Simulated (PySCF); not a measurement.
Ionisation energy along the 8-electron series

Calculated with PySCF 2.14 and a two-component X2C-1e Hamiltonian (Gaussian nucleus, no Breit or QED terms), each ion in its own even-tempered basis scaled to its charge; GMP2 freezes nothing and drops the highest virtual spinors. Values in eV. NIST values: (m) measured, (s) semi-empirical, (t) theoretical.

| ion | configuration | GHF (spin-free) | GMP2 (spin-free) | GHF (screened spin-orbit) | GMP2 (screened spin-orbit) | NIST |
| --- | --- | --- | --- | --- | --- | --- |
| As²⁵⁺ | [He] 2s2 2p4 | 2619.8 | 2621.4 | 2625.2 | 2625.8 | 2626 ± 6 (s) |
| Br²⁷⁺ | [He] 2s2 2p4 | 3016.2 | 3017.8 | 3020.3 | 3020.6 | 3021 ± 7 (s) |

Task: Fill in the row of Se²⁶⁺.

Result: configuration: [He] 2s2 2p4; GHF (spin-free): 2814.5; GMP2 (spin-free): 2816.1; GHF (screened spin-orbit): 2819.4; GMP2 (screened spin-orbit): 2819.8; NIST: 2820 ± 6 (s).
